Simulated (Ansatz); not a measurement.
Program: Ansatz. Geometries: PBE0-D4/def2-TZVP. ΔE: electronic, gas phase. CBS: MP2 limit from def2 TZ/QZ plus the TZ coupled-cluster correction, frozen cores. This one scheme is used for every species. DFT in def2-TZVPP. Each species was taken in one conformer, which may not be the lowest.

Reaction (hydrogenolysis of a C–F bond): `CBNCF` + H₂ → `CBNC` + H–F

Q: Is it downhill or uphill in electronic energy at CCSD(T)/CBS, and by how much? (An estimate is asked.)

A: The calculation gave: Downhill: ΔE = -80.7 kJ/mol.

Q: What do these levels give: r2SCAN-D4, r2SCAN, HF/def2-TZVPP, HF/def2-QZVPP, MP2/def2-QZVPP, HF/CBS(def2)? (An estimate is asked.)

A: Ansatz gave: r2SCAN-D4 -65.5, r2SCAN -65.8, HF/def2-TZVPP -72.3, HF/def2-QZVPP -72.7, MP2/def2-QZVPP -83.5, HF/CBS(def2) -72.8 kJ/mol.

Largest T1 diagnostic among the species: 0.012.

In def2-TZVPP, CCSD(T) changes the Hartree–Fock value by −4.7 kJ/mol (the triples alone add +2.1 kJ/mol) and MP2 by −9.0 kJ/mol. From PBE to PBE0 (25 % exact exchange), in def2-TZVPP and without D4, ΔE moves by −5.8 kJ/mol.
